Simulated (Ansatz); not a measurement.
`C[SiH2]S[SiH](C)Cl` at its PBE0-D4/def2-TZVP geometry, where that method's forces vanish. Charge 0, multiplicity 1.

```xyz
15

C    -2.4834   -0.1124   -0.1280
Si   -1.3228   -0.9393   -1.3283
S     0.5987   -1.3904   -0.4687
Si    1.0597    0.4412    0.4957
C     2.8272    0.3777    1.0469
Cl    0.7905    2.0421   -0.7829
H    -2.1341    0.8868    0.1389
H    -2.5883   -0.7017    0.7849
H    -3.4692   -0.0120   -0.5908
H    -1.1368   -0.1034   -2.5400
H    -1.8363   -2.2722   -1.7357
H     0.1328    0.6916    1.6242
H     2.9753   -0.4564    1.7373
H     3.0967    1.3055    1.5563
H     3.4901    0.2427    0.1902
```

(1) What forces (eV/Å) does PBE-D4/def2-TZVPP give on these atoms in Ansatz 0.2.0? (Best estimate.)

Answers

(1) The calculation gave: 
```
C1  -0.001 -0.010 -0.018
Si2 -0.005  0.018 -0.012
S3   0.144 -0.278 -0.026
Si4 -0.025 -0.024  0.057
C5  -0.003 -0.012  0.006
Cl6 -0.038  0.239 -0.175
H7   0.065  0.186  0.054
H8  -0.023 -0.106  0.172
H9  -0.192  0.022 -0.081
H10  0.013  0.089 -0.139
H11 -0.052 -0.146 -0.049
H12 -0.105  0.030  0.139
H13  0.038 -0.155  0.132
H14  0.054  0.173  0.097
H15  0.129 -0.025 -0.157
```
